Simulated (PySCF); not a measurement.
Species: C5H10Se.
SMILES: `C([SeH])C1CCC1`

Theory: TDDFT CAM-B3LYP/def2-SVPD, vertical, gas phase, core orbitals frozen in the response (PySCF). One conformer (not necessarily the lowest) at the PBE0-D3(BJ)/def2-SVP geometry, without solvent, vibrations or thermal averaging. Relativistic effects, spin–orbit coupling among them, are left out although an element past zinc is present. Torsions of this conformer, `[SeH:1][CH2:2][CH:3]1[CH2:4][CH2:5][CH2:6]1`: Se1–C2–C3–C4 67°, H–Se1–C2–C3 63°.

Problem. What does the calculation give for the low-lying excited states?

Solution. 

| state | E (eV) | E (hartree) | f | main configurations (H = HOMO, L = LUMO) |
| --- | --- | --- | --- | --- |
| S1 | 4.86 | 0.1786 | 0.0026 | H→L (82%) |
| S2 | 5.57 | 0.2047 | 0.036 | H→L+1 (92%) |
| S3 | 6.56 | 0.2410 | 0.0093 | H→L+2 (86%) |
| S4 | 6.87 | 0.2526 | 0.053 | H→L+4 (62%), H→L+5 (13%), H→L (11%) |
| S5 | 7.15 | 0.2628 | 0.021 | H→L+3 (62%), H→L+6 (11%), H→L+4 (10%) |
| S6 | 7.44 | 0.2733 | 0.033 | H-1→L (65%) |
| S7 | 7.60 | 0.2793 | 0.075 | H→L+8 (37%), H→L+6 (26%), H-1→L (11%) |
| S8 | 7.79 | 0.2864 | 0.012 | H→L+5 (30%), H→L+9 (15%), H→L+4 (15%) |
| S9 | 7.89 | 0.2900 | 0.028 | H→L+7 (44%), H→L+8 (20%), H→L+5 (8%) |
| S10 | 7.98 | 0.2933 | 0.194 | H-1→L+1 (63%) |

Triplets, Tamm–Dancoff:

```tsv
state	E (eV)	λ (nm)	main configurations (H = HOMO, L = LUMO)
T1	4.43	279.9	H→L (76%)
T2	5.13	241.9	H→L+1 (81%)
T3	6.50	190.8	H→L+2 (31%), H→L+4 (26%), H→L+6 (15%)
T4	6.52	190.3	H-1→L (51%), H-4→L (10%)
```

The lowest singlet lies at 4.86 eV (255 nm, ultraviolet) and is very weak; its leading configuration is HOMO→LUMO (82%). The strongest level in the table is S10 at 7.98 eV (155 nm, f = 0.194). It is the last of those listed, so stronger ones may follow. Löwdin shares by element: HOMO selenium 76%, carbon 10% or more, hydrogen 6% or more; LUMO selenium 54%, hydrogen 16% or more, carbon 8% or more (atoms not listed hold the other 22%). The listed states span 3.12 eV, and the widest gap between neighbours is 0.99 eV (S2 to S3). The oscillator strengths of these states sum to 0.464; summed over the whole spectrum of an exact calculation they would give the number of electrons, 74 (Thomas–Reiche–Kuhn). Of the 10 states listed, 8 reach f = 0.01 and none stays under 0.0005. No computed singlet lies in the visible range (380 to 750 nm); the lowest, at 255 nm, stands 1.60 eV above its violet end (3.26 eV). All these states lie below the vertical ionisation energy of 8.75 eV (ΔSCF). Singlets were solved by full linear response, triplets in the Tamm–Dancoff approximation.
